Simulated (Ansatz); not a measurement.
Calculated with Ansatz (gas phase, PBE0-D4/def2-TZVP geometries, no zero-point term in ΔE). CCSD(T)/CBS adds triple-zeta CCSD(T) − MP2 to the extrapolated MP2 energy (def2 sets, frozen cores). This one scheme is used for every species, atoms too. Functionals use def2-TZVPP. HSE06 is defined as in plane-wave codes. No spin–orbit coupling; open shells (•) take unrestricted orbitals. Spin–orbit coupling would lower the free atoms: a little for C. Each species was taken in one conformer, which may not be the lowest.

`CC[C@@H]1CCC[C@H]1C` → 8 C• + 16 H•  (atomization)

`CC[C@@H]1CCC[C@H]1C`:

```xyz
24

C    -0.091    2.352    1.630
C    -0.725    1.050    1.169
C     0.160    0.238    0.241
C     0.494    0.937   -1.082
C     0.765   -0.186   -2.105
C     0.478   -1.497   -1.362
C    -0.431   -1.102   -0.204
C    -0.534   -2.150    0.886
H     0.123    3.013    0.787
H     0.854    2.164    2.150
H    -0.745    2.893    2.318
H    -1.670    1.262    0.654
H    -0.984    0.446    2.046
H     1.101    0.015    0.767
H     1.338    1.624   -0.986
H    -0.364    1.540   -1.397
H     0.106   -0.081   -2.970
H     1.786   -0.156   -2.489
H     1.405   -1.913   -0.952
H     0.041   -2.266   -2.004
H    -1.437   -0.903   -0.604
H     0.452   -2.352    1.318
H    -1.196   -1.834    1.696
H    -0.923   -3.093    0.494
```

Question: What is ΔE at CCSD(T)/CBS? (An estimate is asked.)

Answer: Ansatz gave: +2349.8 kcal/mol.

Question: What do these levels give: r2SCANh-D4, BHLYP-D4, CAM-B3LYP-D4, ωB97M-V, B2PLYP, PBE-QIDH, PBE, revPBE, r2SCAN, r2SCAN0, HSE06, HF/def2-QZVPP? (Estimate.)

Answer: Ansatz gave: r2SCANh-D4 2349.1, BHLYP-D4 2302.8, CAM-B3LYP-D4 2361.2, ωB97M-V 2357.3, B2PLYP 2327.0, PBE-QIDH 2355.8, PBE 2381.6, revPBE 2303.4, r2SCAN 2352.3, r2SCAN0 2335.3, HSE06 2363.3, HF/def2-QZVPP 1785.9 kcal/mol.

Largest T1 diagnostic among the species: 0.009.

At CCSD(T), def2-SVP lies −77.8 kcal/mol from the extrapolated value and def2-TZVPP −46.8 kcal/mol: correlation converges slowly with the basis, and small sets miss more of it in the bonded molecule than in its fragments. The D4 term adds +21.1 kcal/mol with B3LYP and +11.4 kcal/mol with PBE0; it sums over pairs of atoms, weighted by their polarisabilities, and B3LYP, whose exchange is more repulsive, gets the larger term. From r2SCAN to r2SCAN0 (25 % exact exchange), in def2-TZVPP and without D4, ΔE moves by −17.0 kcal/mol: exact exchange takes away binding that semilocal exchange gives to molecules.

B3LYP here is the variant with VWN-RPA as its local correlation; programs differ in this.

For atomizations the MP2-based limit and the directly extrapolated one differ by several kJ/mol either way, and by 10 to 25 for some Ge, Se and Sn compounds, so smaller differences from it don't rank the levels.
